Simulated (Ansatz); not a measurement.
`N=C[SiH3]` + `[GeH3][SeH]` → `[SiH3][Se][GeH3]` + `C=N`  (ligand exchange at the Si–C bond)

Calculated with Ansatz (gas phase, PBE0-D4/def2-TZVP geometries, no zero-point term in ΔE). CCSD(T)/CBS adds triple-zeta CCSD(T) − MP2 to the extrapolated MP2 energy (def2 sets, frozen cores). This one scheme is used for every species. DFT in def2-TZVPP. For Ge, Se outer-core shells are correlated without core-valence functions, which leaves a few kJ/mol of doubt a bond. Scalar relativity is left out up to krypton. One conformer a species, not always the lowest.

**Question.** Is it downhill or uphill in electronic energy at CCSD(T)/CBS, and by how much? (Best estimate.)

**Answer.** Ansatz gave: Downhill: ΔE = -19.8 kcal/mol.

**Question.** What do these levels give: PBE0-D4, BHLYP-D4, BLYP, RPA@PBE/def2-TZVPP, CCSD(T)/def2-SVP, MP2/def2-TZVPP? (An estimate is asked.)

**Answer.** Computed: PBE0-D4 -19.7, BHLYP-D4 -19.7, BLYP -16.2, RPA@PBE/def2-TZVPP -18.0, CCSD(T)/def2-SVP -17.4, MP2/def2-TZVPP -20.5 kcal/mol.

**Question.** What do rigid-rotor, harmonic-oscillator terms from PBE0-D4/def2-TZVP frequencies (298.15 K, 1 bar) make of the CCSD(T)/CBS value? (Estimate.)

**Answer.** Computed: ΔZPE = +1.9 kcal/mol, ΔH = -17.6 kcal/mol, ΔS = 6 J/(mol·K), ΔG = -18.1 kcal/mol. Modes under 50 cm⁻¹ make the entropy rough.

Largest T1 diagnostic among the species: 0.012.

At CCSD(T), def2-SVP lies +2.4 kcal/mol from the extrapolated value and def2-TZVPP +1.0 kcal/mol. The D4 term adds −1.3 kcal/mol with B3LYP and −0.7 kcal/mol with PBE0; it sums over pairs of atoms, weighted by their polarisabilities, and B3LYP, whose exchange is more repulsive, gets the larger term. From BLYP to BHLYP (50 % exact exchange), in def2-TZVPP and without D4, ΔE moves by −1.9 kcal/mol.

B3LYP here is the variant with VWN-RPA as its local correlation; programs differ in this.
